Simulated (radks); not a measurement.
The numbers below are computed, except where a source is named.
All-electron atom: the sulfur ion S+ in [Ne] 3s2 3p3. Level of theory: Dirac Kohn-Sham, OLYP, spin-unpolarised, spherical densities, finite nucleus; open shells fill j = l - 1/2 first; Fermi nuclear charge, rms radius 3.2611 fm (a radial shooting solver on a logarithmic mesh with Libxc functionals).

Normalised radial functions P(r) = r R(r) (large component), r in bohr:

r          1s1/2    2s1/2
0.003977  0.4733   0.1309
0.004485  0.5289   0.1462
0.005097  0.5947   0.1644
0.005747  0.6631   0.1832
0.006479  0.7383   0.2040
0.007306  0.8208   0.2267
0.008237  0.9111   0.2515
0.009287  1.0093   0.2784
0.01056   1.1232   0.3096
0.0119    1.2384   0.3410
0.01342   1.3618   0.3745
0.01513   1.4929   0.4099
0.01706   1.6309   0.4469
0.01923   1.7748   0.4851
0.02186   1.9329   0.5263
0.02465   2.0831   0.5647
0.02779   2.2325   0.6017
0.03133   2.3777   0.6360
0.03533   2.5143   0.6658
0.03983   2.6377   0.6892
0.04491   2.7426   0.7039
0.05104   2.8274   0.7071
0.05755   2.8753   0.6951
0.06489   2.8868   0.6657
0.07316   2.8570   0.6158
0.08249   2.7823   0.5425
0.093     2.6608   0.4435
0.1057    2.4808   0.3082
0.1192    2.2689   0.1532
0.1344    2.0224  -0.0273
0.1515    1.7518  -0.2296
0.1708    1.4695  -0.4475
0.1926    1.1894  -0.6725
0.2189    0.9078  -0.9082
0.2468    0.6725  -1.1118
0.2783    0.4734  -1.2850
0.3138    0.3147  -1.4151
0.3538    0.1963  -1.4919
0.3989    0.1140  -1.5088
0.4533    0.0584  -1.4591
0.5111    0.0284  -1.3537
0.5763    0.0125  -1.2015
0.6498    0.0049  -1.0175
0.7326    0.0017  -0.8196
0.826     0.0005  -0.6257
0.9314    0.0001  -0.4511
1.059     0.0000  -0.2978
1.193     0.0000  -0.1882
1.346     0.0000  -0.1102
1.517     0.0000  -0.0593
1.711     0.0000  -0.0290
1.929     0.0000  -0.0128
2.192     0.0000  -0.0047
2.472     0.0000  -0.0016
2.787     0.0000  -0.0005
3.142     0.0000  -0.0001
3.543     0.0000  0.0000
3.994     0.0000  0.0000
4.54      0.0000  0.0000
5.119     0.0000  0.0000
5.771     0.0000  0.0000
6.507     0.0000  0.0000

1s1/2: eigenvalue -2417.6 eV, 0 radial nodes, <r> = 0.0969 bohr, 90 % of the charge inside 0.173 bohr. 2s1/2: eigenvalue -224.30 eV, 1 radial node at r = 0.132 bohr, <r> = 0.477 bohr, 90 % of the charge inside 0.747 bohr.
